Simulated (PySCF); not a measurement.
Mapped SMILES: `[CH3:1][CH2:2]/[C:3]([C:4](=[O:5])[Cl:6])=[C:7](\[CH3:8])[O:9][CH3:10]`. Each H is labelled by its parent atom.

Computed data (PySCF 2.14): structure optimised with GFN2-xTB, PBE0/pcSseg-1 with gauge-including orbitals. One conformer, relativity neglected, in vacuum, averaged over atoms made equivalent by symmetry, fast rotation or ring inversion.

Shifts are taken against calculated references (same method and geometry level): $^{13}$C (σref 186.93) against TMS.

Do the $^{13}$C shifts follow the atomic charges (in e)? Tabulate both.

Answers


```json
{"atoms": "C7", "hybridisation": "sp2", "δ (ppm)": "177.7", "σ para (ppm)": "-247", "Hirshfeld": "+0.12", "IAO": "+0.27", "Mulliken": "+0.21", "ESP-fitted": "+0.64"}
{"atoms": "C4", "hybridisation": "sp2", "δ (ppm)": "169.2", "σ para (ppm)": "-227", "Hirshfeld": "+0.15", "IAO": "+0.35", "Mulliken": "+0.36", "ESP-fitted": "+0.54"}
{"atoms": "C3", "hybridisation": "sp2", "δ (ppm)": "115.9", "σ para (ppm)": "-196", "Hirshfeld": "-0.06", "IAO": "-0.15", "Mulliken": "-0.41", "ESP-fitted": "-0.60"}
{"atoms": "C10", "hybridisation": "sp3", "δ (ppm)": "55.5", "σ para (ppm)": "-113", "Hirshfeld": "-0.02", "IAO": "-0.21", "Mulliken": "-0.04", "ESP-fitted": "-0.34"}
{"atoms": "C2", "hybridisation": "sp3", "δ (ppm)": "28.6", "σ para (ppm)": "-86", "Hirshfeld": "-0.08", "IAO": "-0.26", "Mulliken": "-0.15", "ESP-fitted": "+0.20"}
{"atoms": "C1", "hybridisation": "sp3", "δ (ppm)": "17.6", "σ para (ppm)": "-78", "Hirshfeld": "-0.12", "IAO": "-0.41", "Mulliken": "-0.25", "ESP-fitted": "-0.33"}
{"atoms": "C8", "hybridisation": "sp3", "δ (ppm)": "16.2", "σ para (ppm)": "-83", "Hirshfeld": "-0.11", "IAO": "-0.45", "Mulliken": "-0.23", "ESP-fitted": "-0.71"}
```

Correlation coefficients of δ with charge over these carbons: Hirshfeld +0.92, IAO +0.96, Mulliken +0.67, ESP-fitted +0.67; with the paramagnetic shielding -0.99. Among the 4 sp3 carbons alone: Hirshfeld +0.98, IAO +0.88, Mulliken +0.98, ESP-fitted +0.21. With so few points, grouped by hybridisation, these coefficients are fragile. Charge is one influence among several: hybridisation and low-lying excitations act through the paramagnetic term.

Carbons that carry Cl, above all several Cl atoms, come out too deshielded, partly because spin–orbit coupling is missing. Shifts are as computed. Against solution values, carbons near 30 ppm lie about +3 ppm off and those near 130 ppm about +5 ppm; carbons on Cl a further +6 ppm. Of 1211 compounds with measured shifts, 218 miss one by over three times the rms of a fit or turn the order of signals round; such compounds aren't used in these exercises.
